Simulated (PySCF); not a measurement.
Compound: C9H11N.
Cartesian coordinates in Å at the PBE0-D3(BJ)/def2-SVP level; atoms count from 1:
```xyz
21
C9H11N angstrom
C      2.819    0.682    0.067
C      1.431    0.760   -0.003
C      0.666   -0.392    0.214
C     -0.830   -0.372    0.149
C     -1.542    0.189   -1.106
C     -2.621    0.786   -0.185
C     -1.630    0.657    0.986
C      1.370   -1.567    0.492
C      2.763   -1.538    0.538
N      3.485   -0.441    0.331
H      3.425    1.580   -0.102
H      0.954    1.718   -0.225
H     -1.211   -1.384    0.360
H     -1.845   -0.533   -1.879
H     -0.938    0.976   -1.585
H     -3.004    1.788   -0.425
H     -3.480    0.106   -0.068
H     -1.052    1.583    1.131
H     -2.006    0.327    1.965
H      0.835   -2.503    0.672
H      3.322   -2.456    0.756
```

Computed with PySCF, TDDFT wB97X-D/def2-SVPD, vertical, gas phase, core orbitals frozen in the response.

Frontier orbitals with the atoms that hold most of them (Löwdin shares over 4%, at most four atoms; ? is withheld):

| orbital | ε (eV) | atoms |
| --- | --- | --- |
| LUMO+2 | 2.31 | C6 10%, C7 9%, C5 9%, C8 7% |
| LUMO+1 | 1.34 | C1 21%, C8 19%, C2 16%, C9 15% |
| LUMO | ? | C3 23%, N10 20%, C9 13%, C2 12% |
| HOMO | -9.23 | ? |
| HOMO-1 | -9.33 | ? |
| HOMO-2 | -9.58 | C3 20%, N10 19%, C8 13%, C2 12% |
| HOMO-3 | -10.82 | C4 19%, C6 16%, C7 13%, C5 13% |

**Question.** Which atoms hold the HOMO, and with what shares?

**Answer.** N10 (bonded to 2 C) 58%; C9 (bonded to C, N and H) 11%; C1 (bonded to C, N and H) 10%; C8 (bonded to 2 C and H) 5%. By element: nitrogen 58%, carbon 26% or more.

**Question.** Which atoms hold the HOMO-1, and with what shares?

**Answer.** C2 (bonded to 2 C and H) 21%; C1 (bonded to C, N and H) 20%; C9 (bonded to C, N and H) 20%; C8 (bonded to 2 C and H) 20%.

**Question.** What is the LUMO energy, and the HOMO–LUMO gap?

**Answer.** ε(LUMO) = 0.94 eV; the gap is 10.17 eV (0.3738 hartree).

**Question.** How does S1 compare with the orbital gap of 10.17 eV?

**Answer.** S1 is at 5.08 eV (f = 0.0042), 5.09 eV below the gap, made of HOMO→LUMO (97%). 

**Question.** One configuration dominates each of S1 and S2. Which, and how do the shares of the two leading atoms of either orbital change from the occupied to the empty one?

**Answer.** 
- S1 (5.08 eV, f 0.0042), HOMO→LUMO (97%): N10 58% → 20%, C9 11% → 13%, C3 at most 6% → 23%
- S2 (5.37 eV, f 0.0001), HOMO→LUMO+1 (99%): N10 58% → at most 16%, C9 11% → 15%, C1 10% → 21%, C8 5% → 19%

One conformer stands for the species.
